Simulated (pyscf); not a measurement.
**`[Ge]=[Se]`, singlet**

Gas-phase minimum from PySCF at ωB97X-D3(BJ)/def2-SVP, one conformer. 

SMILES: [Ge]=[Se]
```xyz
2

Ge     0.4550    -0.3899    -0.4848
Se     1.9239     1.1345    -0.3988
```
Charge 0, spin multiplicity 1.

Bonded distances (Å): Ge1–Se2 2.119.

Properties at ωB97X-D3(BJ)/def2-SVP:

```json
{
 "harmonic_wavenumbers_unscaled": "450 cm⁻¹",
 "zero_point_energy": "0.6 kcal/mol",
 "rotational_symmetry_number": "1",
 "Entropy of this conformer at 298 K and 1 atm, rigid rotor and harmonic oscillator, modes under 100 cm⁻¹ raised to 100": "246.6 J/(mol K)",
 "dipole_moment": "1.84 D"
}
```

Single-point totals, which compare only within one level (frozen core for MP2 and CC):

```json
[
 {"level": "ωB97X-D3(BJ)/def2-TZVP", "total energy (hartree)": "-4478.46320"},
 {"level": "PBE/def2-TZVP", "total energy (hartree)": "-4477.92653"},
 {"level": "r²SCAN/def2-TZVP", "total energy (hartree)": "-4478.57321"},
 {"level": "B3LYP-D3(BJ)/def2-TZVP", "total energy (hartree)": "-4478.68211"},
 {"level": "PBE0-D3(BJ)/def2-TZVP", "total energy (hartree)": "-4478.04988"},
 {"level": "M06-2X/def2-TZVP", "total energy (hartree)": "-4478.62118"},
 {"level": "ωB97M-D3(BJ)/def2-TZVP", "total energy (hartree)": "-4478.62586"},
 {"level": "HF/def2-TZVPP", "total energy (hartree)": "-4475.25129"},
 {"level": "MP2/def2-TZVPP", "total energy (hartree)": "-4475.73608"},
 {"level": "CCSD/def2-TZVPP", "total energy (hartree)": "-4475.73590"},
 {"level": "CCSD(T)/def2-TZVPP", "total energy (hartree)": "-4475.75975"}
]
```

The CCSD(T) − MP2 part came from Ansatz, without density fitting, on the same reference. The frozen core leaves the outer d or s,p core shells of the metals and heavy elements correlated in the MP2 and CC values, and def2-TZVPP describes them poorly, so these totals are far from the basis limit. Elements up to Kr have no core potential and no relativistic terms here.
